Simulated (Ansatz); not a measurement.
`c1ccc(-c2ccc(-c3ccc(-c4ccc(-c5ccccc5)cc4)cc3)cc2)cc1` with charge +1. Charge 1, multiplicity 2. Geometry r2SCAN-D4/def2-SVP, that of the neutral singlet; atoms count from 1.

Cartesian coordinates in Å:
```
C -3.245 -8.870 -3.469
C -4.146 -7.960 -2.906
C -3.696 -6.730 -2.425
C -2.333 -6.379 -2.495
C -1.856 -5.075 -1.985
C -0.596 -4.948 -1.370
C -0.148 -3.721 -0.888
C -0.936 -2.560 -1.002
C -0.460 -1.258 -0.492
C -0.795 -0.053 -1.140
C -0.345 1.174 -0.660
C 0.460 1.258 0.492
C 0.937 2.560 1.001
C 2.189 2.683 1.635
C 2.637 3.910 2.116
C 1.856 5.075 1.985
C 2.333 6.379 2.496
C 3.094 6.459 3.678
C 3.544 7.689 4.159
C 3.244 8.869 3.470
C 2.489 8.805 2.294
C 2.039 7.575 1.812
C 0.605 4.953 1.351
C 0.156 3.725 0.872
C 0.795 0.053 1.140
C 0.347 -1.174 0.659
C -2.196 -2.686 -1.619
C -2.646 -3.914 -2.097
C -1.438 -7.305 -3.066
C -1.889 -8.535 -3.547
H -3.598 -9.834 -3.846
H -5.207 -8.215 -2.830
H -4.405 -6.039 -1.960
H 0.036 -5.833 -1.251
H 0.844 -3.657 -0.430
H -1.386 -0.083 -2.060
H -0.591 2.087 -1.211
H 2.838 1.807 1.717
H 3.631 3.978 2.569
H 3.311 5.545 4.240
H 4.124 7.729 5.086
H 3.596 9.833 3.847
H 2.258 9.720 1.740
H 1.473 7.533 0.876
H -0.043 5.831 1.268
H -0.839 3.659 0.421
H 1.386 0.084 2.060
H 0.593 -2.086 1.210
H -2.842 -1.808 -1.708
H -3.623 -3.973 -2.585
H -0.380 -7.043 -3.158
H -1.177 -9.234 -3.996
```

Single mean-field runs in def2-TZVP are fitted with def2-universal-jkfit.

Estimate the Mulliken populations of the heavy atoms from the PBE0/def2-TZVP orbitals of Ansatz.


```csv
atom,charge (e),spin (α − β)
C1,-0.09,0.09
C2,-0.12,-0.03
C3,-0.20,0.04
C4,0.15,0.02
C5,0.22,0.11
C6,-0.20,-0.01
C7,-0.19,0.03
C8,0.17,0.07
C9,0.20,0.11
C10,-0.19,0.02
C11,-0.19,0.02
C12,0.19,0.11
C13,0.17,0.07
C14,-0.19,0.03
C15,-0.20,-0.01
C16,0.22,0.12
C17,0.15,0.01
C18,-0.20,0.04
C19,-0.12,-0.02
C20,-0.09,0.08
C21,-0.12,-0.02
C22,-0.20,0.04
C23,-0.20,-0.01
C24,-0.19,0.03
C25,-0.19,0.02
C26,-0.19,0.02
C27,-0.19,0.03
C28,-0.20,-0.01
C29,-0.20,0.04
C30,-0.12,-0.03
```
Mulliken values and Mayer orders depend strongly on the basis.

Where does the spin sit?

Summed by element: C 1.03, H -0.03, of 1 unpaired in all. Largest on single atoms: C16 0.12, C5 0.11, C9 0.11.

And the Mayer bond orders between bonded heavy atoms (over 0.3)?

C1–C2 1.40 (1.40 Å); C1–C30 1.40 (1.40 Å); C2–C3 1.48 (1.40 Å); C3–C4 1.34 (1.41 Å); C4–C5 0.93 (1.48 Å); C4–C29 1.34 (1.41 Å); C5–C6 1.32 (1.41 Å); C5–C28 1.32 (1.41 Å); C6–C7 1.51 (1.39 Å); C7–C8 1.31 (1.41 Å); C8–C9 0.96 (1.48 Å); C8–C27 1.31 (1.41 Å); C9–C10 1.30 (1.41 Å); C9–C26 1.30 (1.41 Å); C10–C11 1.53 (1.39 Å); C11–C12 1.31 (1.41 Å); C12–C13 0.96 (1.48 Å); C12–C25 1.31 (1.41 Å); C13–C14 1.31 (1.41 Å); C13–C24 1.31 (1.41 Å); C14–C15 1.52 (1.39 Å); C15–C16 1.32 (1.41 Å); C16–C17 0.92 (1.48 Å); C16–C23 1.32 (1.41 Å); C17–C18 1.34 (1.41 Å); C17–C22 1.34 (1.41 Å); C18–C19 1.48 (1.40 Å); C19–C20 1.40 (1.40 Å); C20–C21 1.40 (1.40 Å); C21–C22 1.48 (1.40 Å); C23–C24 1.52 (1.39 Å); C25–C26 1.53 (1.39 Å); C27–C28 1.51 (1.39 Å); C29–C30 1.48 (1.40 Å).
